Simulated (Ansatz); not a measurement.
```
atom   x (Å)    y (Å)    z (Å)
   N  0.0172  -0.0414  -0.1087
   H  0.0186  -0.0073   0.9618
```

Basis set: def2-TZVP (spherical functions). Correlated methods keep 1 orbital frozen. Charge 0, multiplicity 3.

Computed with Ansatz (development build ahead of 0.2.0); each method stands on the lowest determinant of its kind that the runs found.

(1) Give the atomization energy at this shape (free ground-state atoms in the same class of orbitals less the molecule, no zero-point energy) of triplet NH by UHF-MP2, UHF.

## Answers

(1)

```csv
method,atomization energy
UHF-MP2,3.20 eV
UHF,2.14 eV
```
